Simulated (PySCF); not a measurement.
`Cl[C@]12C[C@@H](Cl)[C@H]1CC2`, C$_{6}$H$_{8}$Cl$_{2}$

Molfile (atoms numbered from 1):
```
C6H8Cl2
     RDKit          3D

 16 17  0  0  0  0  0  0  0  0999 V2000
   -1.0150    2.2051   -1.2890 Cl  0  0  0  0  0  0  0  0  0  0  0  0
   -0.7778    0.4479   -1.2542 C   0  0  2  0  0  0  0  0  0  0  0  0
   -1.4538   -0.2969   -0.0924 C   0  0  0  0  0  0  0  0  0  0  0  0
   -0.1000   -0.9277    0.2701 C   0  0  2  0  0  0  0  0  0  0  0  0
   -0.0555   -2.6897    0.2417 Cl  0  0  0  0  0  0  0  0  0  0  0  0
    0.6777   -0.2276    1.3848 C   0  0  0  0  0  0  0  0  0  0  0  0
    1.2625    0.7391    0.3376 C   0  0  0  0  0  0  0  0  0  0  0  0
    0.5967   -0.0568   -0.7982 C   0  0  2  0  0  0  0  0  0  0  0  0
   -1.0637    0.0768   -2.2383 H   0  0  0  0  0  0  0  0  0  0  0  0
   -1.8557    0.3500    0.6845 H   0  0  0  0  0  0  0  0  0  0  0  0
   -2.2184   -1.0046   -0.4034 H   0  0  0  0  0  0  0  0  0  0  0  0
    1.4278   -0.8723    1.8362 H   0  0  0  0  0  0  0  0  0  0  0  0
    0.0666    0.2137    2.1695 H   0  0  0  0  0  0  0  0  0  0  0  0
    2.3478    0.7445    0.2911 H   0  0  0  0  0  0  0  0  0  0  0  0
    0.9029    1.7615    0.4168 H   0  0  0  0  0  0  0  0  0  0  0  0
    1.2504   -0.4542   -1.5682 H   0  0  0  0  0  0  0  0  0  0  0  0
  1  2  1  0
  2  3  1  0
  3  4  1  0
  4  5  1  6
  4  6  1  0
  6  7  1  0
  7  8  1  0
  8  2  1  0
  8  4  1  0
  2  9  1  6
  3 10  1  0
  3 11  1  0
  6 12  1  0
  6 13  1  0
  7 14  1  0
  7 15  1  0
  8 16  1  6
M  END
```

Theory: TDDFT PBE0/def2-SVPD circular dichroism and optical rotation, one conformer, gas phase (PySCF). Geometry: GFN2-xTB.

States above about 8.1 eV (minus the energy of the highest occupied orbital) lie near or above the ionisation threshold and depend on the basis.

Draw the ECD and absorption spectra from the lowest 16 states, each a Gaussian of half-width 0.25 eV at 1/e height.


```csv
E (eV),λ (nm),Δε (L mol⁻¹ cm⁻¹),ε (L mol⁻¹ cm⁻¹)
6.47,192,-0.01,2.67
6.62,187,-0.05,24.4
6.77,183,-0.37,127
6.92,179,-1.56,405
7.07,175,-3.37,805
7.22,172,-2.52,1050
7.37,168,+1.64,1310
7.52,165,+2.07,2720
7.67,162,-0.49,5790
7.82,159,+5.38,8010
7.97,156,+5.33,6940
8.12,153,-22.93,5140
8.27,150,-59.48,4970
```
Δε uses R in velocity form, ε uses f in length form. Only the states computed contribute, so the short-wavelength end is incomplete.
